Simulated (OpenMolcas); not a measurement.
Tc3+: moving or changing the point charges

Tc3+ among 8 point charges of -1.2 e arranged as a cube (Oh), 2.11 Å from the ion.

| Property | Result |
| --- | --- |
| Program | OpenMolcas |
| Method | SS-CASPT2, IPEA 0.25 Eh, imaginary shift 0.1 Eh (closed shells correlated: 4s 4p) |
| Basis | ANO-RCC-VDZP [6s5p3d1f] |
| Scalar Hamiltonian | DKH2, point nucleus |
| Active space | 4 electrons in 5 orbitals (4d) |
| State averaging | 2S+1 = 5 even, 5 roots; 2S+1 = 3 even, 45 roots; 2S+1 = 1 even, 50 roots |
| Spin-orbit coupling | state interaction with AMFI integrals over the reference wave functions |

Runs around this geometry, states (labels of O, the rotations of Oh). Energies in cm-1 above the lowest state or level, χT in cm3 K/mol; under a threefold ground state the first gap can be a small split of the lowest multiplet, not the spin-orbit step.

```
R (Å)  q (e)  Ground state  First state of that spin  First gap with spin-orbit (degeneracies)  χT at 300 K  First state of another spin
 2.11  -0.78           5T2                   5E 3300                                250 (1, 3)        1.291                    3T1 14570
 1.97   -1.2           5T2                   5E 7200                                200 (1, 3)        1.554                    3T1 10570
 2.11   -1.2           5T2                   5E 5160                                220 (1, 3)        1.462                    3T1 12710
 2.26   -1.2           5T2                   5E 3700                                240 (1, 3)        1.337                    3T1 14170
```

Taking the first state of the same spin as R^-n, n = -ln(3700 / 7200) / ln(2.26 / 1.97) = 4.8 between the shortest and longest distance.

Scaling the charges by -0.78 / -1.2 = 0.65 scales the first state of the same spin by 3300 / 5160 = 0.64; with fixed orbitals a first-order splitting would follow the charge.

Roots that are degenerate in the reference are averaged as groups; the widest CASPT2 spread within a group is 410 cm-1 (the 3-fold group of multiplicity 3 near 40800 cm-1 above the lowest state of its run, R = 2.26, q = -1.2). Shifts and gaps below about the spread of the groups concerned are not significant. An orbital triplet at a regular site is open to Jahn-Teller coupling, which can distort the site and quench the lowest spin-orbit gaps and is left out. Point charges give a weaker field than real ligands, and real ions of this kind are as a rule low spin; the high spin found here belongs to the model. Free-ion shares, where given, are those of the reference states; single-state CASPT2 does not remix them. The ground term spreads over less than 5000 cm-1, several times less than with real ligands, so orbital moments are less quenched and χT lies further from the spin-only value than at real sites (holds for R = 2.11, q = -0.78; R = 2.26, q = -1.2). Point charges carry no covalency, so the field is a model and not that of real ligands. No measured value stands beside these numbers.
